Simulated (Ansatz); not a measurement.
Stepwise reaction of `[Cl][Y]([Cl])[Cl]` with hydrogen fluoride, as a gas-phase model of exchange steps in deposition or etching. ΔE in kJ/mol.

Calculated with Ansatz (gas phase, PBE0-D4/def2-TZVP geometries, no zero-point term in ΔE). CCSD(T)/CBS is the MP2 limit (def2-TZVPP, def2-QZVPP) plus CCSD(T) − MP2 in def2-TZVPP, frozen cores. This one scheme is used for every species. DFT in def2-TZVPP. B3LYP here is the variant with VWN-RPA as its local correlation; programs differ in this. Elements past krypton have def2 core potentials. For Y outer-core shells are correlated without core-valence functions, which leaves a few kJ/mol of doubt a bond.

```json
{"step": "1", "reaction": "`[Cl][Y]([Cl])[Cl]` + H–F → `[F][Y]([Cl])[Cl]` + HCl", "PBE-D4": "-10.6", "B3LYP-D4": "-8.7", "ωB97M-V": "-6.5", "CCSD(T)/CBS": "0.6"}
{"step": "3", "reaction": "`[F][Y]([F])[Cl]` + H–F → `[F][Y]([F])[F]` + HCl", "PBE-D4": "-4.0", "B3LYP-D4": "-2.1", "ωB97M-V": "0.7", "CCSD(T)/CBS": "6.2"}
```

**Question.** Give the row of step 2, `[F][Y]([Cl])[Cl]` + H–F → `[F][Y]([F])[Cl]` + HCl. (Best estimate.)

**Answer.** Ansatz gave: 
```tsv
step	reaction	PBE-D4	B3LYP-D4	ωB97M-V	CCSD(T)/CBS
2	`[F][Y]([Cl])[Cl]` + H–F → `[F][Y]([F])[Cl]` + HCl	-7.9	-6.0	-3.3	3.0
```

**Question.** By hand: ΔE of the 3 steps together at CCSD(T)/CBS.

**Answer.** (0.6) + (3.0) + (6.2) = 9.8 kJ/mol, or 3.3 kJ/mol a step.

In ΔE each step is higher than the one before. PBE-D4 differs from CCSD(T)/CBS by -11.2 to -10.2 kJ/mol a step. Isolated molecules leave out the surface, adducts and barriers. Largest T1 diagnostic: 0.015.
